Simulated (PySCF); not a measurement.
Species: (BeSe)3 ring, Be3Se3.
Structure used (PBE0-D3(BJ)/def2-SVP), in Å, numbered top down from 1:
```
atom  x, y, z in Å
Be1    1.1545    0.4583    0.7551
Se2    0.7967   -1.2595    1.7840
Be3   -0.6539   -1.2479    0.3585
Se4   -1.8463   -0.7328   -1.2065
Be5   -0.5002    0.7895   -1.1145
Se6    1.0493    1.9924   -0.5767
```

The closed-shell ground state was solved at several levels (PySCF, density fitting, gas phase). The calculation is non-relativistic and has no spin–orbit coupling, an omission that weighs most on selenium. The dipole stays under 0.02 D at every level.

| level | basis functions | total energy (Eh) | HOMO (eV) | LUMO (eV) | gap (eV) |
| --- | --- | --- | --- | --- | --- |
| PBE0/pcSseg-1 | 159 | -7247.4526 | -7.47 | -2.86 | 4.61 |
| B3LYP/def2-SVPD | 159 | -7248.3603 | -7.10 | -2.96 | 4.14 |

(1) What might KT2/pcSseg-1 (159 basis functions) give for the same quantities?

(2) Over all these levels, which gives the widest orbital gap and which the narrowest?

Results:

(1) Total energy -7277.5163 Eh, HOMO -6.44 eV, LUMO -3.57 eV, gap 2.87 eV.

(2) PBE0/pcSseg-1 (global hybrid, 25 % exact exchange) has the widest, 4.61 eV, and KT2/pcSseg-1 (GGA) the narrowest, 2.87 eV. The two share the basis. From the narrowest to the widest the HOMO moves by -1.03 eV and the LUMO by +0.71 eV.

One conformer stands for the species.
